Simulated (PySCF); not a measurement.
PbI2, SMILES [I][Pb][I] (connectivity only; charge and spin as stated), neutral, multiplicity 1.

Coordinates come from a PBE-D3(BJ)/def2-SVP optimisation. The isomer is the one that the SMILES or the coordinates give; other isomers of the formula were not compared. The def2 effective core potentials stand for the cores of I, Pb; spin–orbit coupling is left out.

Level of theory: PBE-D3(BJ)/def2-SVP in PySCF.

Frequencies are harmonic and unscaled.

```csv
mode,ν (cm⁻¹),IR (km/mol),moving atoms (share of kinetic energy)
1,46,0.3,"I 80 %, Pb 20 %"
2,159,30.1,"I 57 %, Pb 43 %"
3,160,7.7,"I 65 %, Pb 35 %"
```
